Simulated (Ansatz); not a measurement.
A nudged elastic band was laid between two geometries of BF2H + H4Si (9 atoms, charge 0, multiplicity 1).

Computed with Ansatz 0.2.0, RKS PBE0/def2-SVP.

| Item | Value |
| --- | --- |
| movable images | 5 |
| climbing image | yes |
| spring | 5.0 eV/Å² |
| optimiser | quadratic models (default) |
| start path | straight line |
| force threshold | 0.05 eV/Å |
| iteration limit | 60 |
| end points | relaxed |

First end point:

```xyz
9
Properties=species:S:1:pos:R:3
B -0.004 0.818 -0.243
H 0.451 1.404 0.702
F 0.647 -0.183 -0.797
F -1.160 1.161 -0.760
Si 0.112 -2.800 1.255
H -0.499 -3.132 -0.064
H 1.588 -2.651 1.111
H -0.189 -3.888 2.233
H -0.469 -1.520 1.762
```

Last end point:

```xyz
9
Properties=species:S:1:pos:R:3
B -0.457 -0.481 -0.182
H 0.979 0.394 2.307
F 0.418 0.455 -0.498
F -1.720 -0.100 -0.110
Si 0.083 -2.414 0.151
H -0.352 -3.251 -1.011
H 1.562 -2.538 0.310
H -0.598 -2.927 1.378
H 0.561 0.072 2.856
```

Question: Which bonds break or form, and what moves?

Answer: Bonds broken: B1–H2, Si5–H9. Bonds formed: B1–Si5, H2–H9. BF2H + H4Si becomes BF2H3Si + H2.

Question: Give the energies along the band, and the barrier.

Answer: The run converged. The highest image is number 3 of 0 to 6, 42.5 kcal/mol above the first end and 30.9 kcal/mol above the last; the last end lies 11.6 kcal/mol above the first. Neighbouring images differ by up to 1.7 eV, so the band resolves the path poorly. Another band between the same ends (5 images) ends at a top of the same energy, where a vibrational analysis finds 1 clearly imaginary mode. The orbitals stay closed-shell, which can raise the energy where a bond breaks towards radicals; this wasn't checked here.

```json
{"image": "0", "path coordinate (Å)": "0.00", "energy (kcal/mol)": "0.0", "B1–H2 (Å)": "1.20", "Si5–H9 (Å)": "1.49", "B1–Si5 (Å)": "3.92"}
{"image": "1", "path coordinate (Å)": "1.18", "energy (kcal/mol)": "0.3", "B1–H2 (Å)": "1.20", "Si5–H9 (Å)": "1.50", "B1–Si5 (Å)": "3.64"}
{"image": "2", "path coordinate (Å)": "2.37", "energy (kcal/mol)": "3.0", "B1–H2 (Å)": "1.20", "Si5–H9 (Å)": "1.50", "B1–Si5 (Å)": "3.06"}
{"image": "3", "path coordinate (Å)": "3.55", "energy (kcal/mol)": "42.5", "B1–H2 (Å)": "1.37", "Si5–H9 (Å)": "1.98", "B1–Si5 (Å)": "2.19"}
{"image": "4", "path coordinate (Å)": "4.35", "energy (kcal/mol)": "19.3", "B1–H2 (Å)": "2.06", "Si5–H9 (Å)": "2.56", "B1–Si5 (Å)": "2.03"}
{"image": "5", "path coordinate (Å)": "5.16", "energy (kcal/mol)": "12.4", "B1–H2 (Å)": "2.62", "Si5–H9 (Å)": "3.12", "B1–Si5 (Å)": "2.03"}
{"image": "6", "path coordinate (Å)": "5.96", "energy (kcal/mol)": "11.6", "B1–H2 (Å)": "3.00", "Si5–H9 (Å)": "3.70", "B1–Si5 (Å)": "2.03"}
```

Question: What is the geometry of the highest image?

Answer: 
```xyz
9
Properties=species:S:1:pos:R:3:forces:R:3
B -0.150 -0.208 0.258 0.00 0.00 0.00
H 0.212 0.559 1.337 0.00 0.00 0.00
F 0.687 0.120 -0.755 0.00 0.00 0.00
F -1.487 -0.051 0.097 0.00 0.00 0.00
Si 0.194 -2.324 0.712 0.00 0.00 0.00
H -0.284 -2.839 -0.605 0.00 0.00 0.00
H 1.625 -2.696 0.923 0.00 0.00 0.00
H -0.645 -2.875 1.818 0.00 0.00 0.00
H 0.323 -0.476 1.414 0.00 0.00 0.00
```

Time of the run: 3.8 min on 2 threads of Arm Neoverse V2 (shared host), peak memory 0.16 GiB.
